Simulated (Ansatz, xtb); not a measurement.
# Two isomers of ClH3O2Si2+

Structure I: the doublet with the links of `O[SiH+]O[SiH]Cl`. Structure II: the doublet with the links of `[H]/[O+]=[Si]\O[SiH2]Cl`. Both are isolated ions in the gas phase, relaxed with B3LYP/6-31G*; the shapes shown needn't be the lowest conformers.

I (Å):

```yaml
atoms:
  - { symbol: Cl, position_ang: [-2.5116, 0.5483, -2.4792] }
  - { symbol: O, position_ang: [-0.1967, 1.6950, -0.8567] }
  - { symbol: O, position_ang: [1.2388, -0.6127, -0.9044] }
  - { symbol: Si, position_ang: [1.0392, 0.8702, -0.3654] }
  - { symbol: Si, position_ang: [-1.6041, 2.2203, -1.7377] }
  - { symbol: H, position_ang: [2.0018, 1.4969, 0.5417] }
  - { symbol: H, position_ang: [1.9615, -1.2247, -0.6815] }
  - { symbol: H, position_ang: [-2.4277, 2.8705, -0.6873] }
```

II (Å):

```xyz
8

Cl   -1.3560    0.1719   -1.3402
O     1.3907   -1.3439    2.8515
O    -0.8749   -1.3868    1.1843
Si   -0.1782   -1.2012    2.5861
Si   -1.9964   -1.3444   -0.1522
H     2.0847   -1.5416    2.1926
H    -3.3079   -1.0627    0.4477
H    -1.8233   -2.6620   -0.7794
```

Problem. Which of the two would you expect CCSD(T)/def2-SVP + ΔMP2/def2-TZVPP electronic energies to favour?

Solution. Too close to call at this level: CCSD(T)/def2-SVP + ΔMP2/def2-TZVPP gives E(II) − E(I) = +0.42 kcal/mol.

Level by level:

```json
{"level": "GFN2-xTB", "geometry": "GFN2-xTB", "E(II) − E(I) (kcal/mol)": "+10.55", "departure from the last row (kcal/mol)": "+10.14", "job, with rough time for the two": "optimisation, 0.6 s"}
{"level": "HF/STO-3G", "geometry": "GFN2-xTB", "E(II) − E(I) (kcal/mol)": "−3.32", "departure from the last row (kcal/mol)": "−3.73", "job, with rough time for the two": "single point, 0.68 s"}
{"level": "r2SCAN-D4/def2-SVP", "geometry": "GFN2-xTB", "E(II) − E(I) (kcal/mol)": "−1.05", "departure from the last row (kcal/mol)": "−1.47", "job, with rough time for the two": "single point, 4 s"}
{"level": "B3LYP/6-31G*", "geometry": "B3LYP/6-31G*", "E(II) − E(I) (kcal/mol)": "+0.80", "departure from the last row (kcal/mol)": "+0.38", "job, with rough time for the two": "optimisation, 94 s"}
{"level": "HF/def2-SVP", "geometry": "B3LYP/6-31G*", "E(II) − E(I) (kcal/mol)": "+0.58", "departure from the last row (kcal/mol)": "+0.17", "job, with rough time for the two": "part of the CCSD(T) run"}
{"level": "MP2/def2-SVP", "geometry": "B3LYP/6-31G*", "E(II) − E(I) (kcal/mol)": "−0.09", "departure from the last row (kcal/mol)": "−0.51", "job, with rough time for the two": "part of the CCSD(T) run"}
{"level": "CCSD(T)/def2-SVP", "geometry": "B3LYP/6-31G*", "E(II) − E(I) (kcal/mol)": "+0.39", "departure from the last row (kcal/mol)": "−0.03", "job, with rough time for the two": "single point"}
{"level": "CCSD(T)/def2-SVP + ΔMP2/def2-TZVPP", "geometry": "B3LYP/6-31G*", "E(II) − E(I) (kcal/mol)": "+0.42", "departure from the last row (kcal/mol)": "", "job, with rough time for the two": "single point, 42 s"}
```

As drawn, II has 1 O=Si in place of 1 O–Si.

The largest departure from CCSD(T)/def2-SVP + ΔMP2/def2-TZVPP is that of GFN2-xTB, 10.14 kcal/mol. A small imaginary or near-zero mode remains, so no thermal terms are given. The last row adds to CCSD(T) the change of the MP2 difference between the two basis sets, here +0.03 kcal/mol.

Open shells are spin-unrestricted. The correlated steps freeze 17 core orbitals. Codes used: Ansatz 0.2.0, xtb 6.7.1; the last row on 2 threads of Intel(R) Xeon(R) Platinum 8375C CPU @ 2.90GHz (Ice Lake) on a shared host.
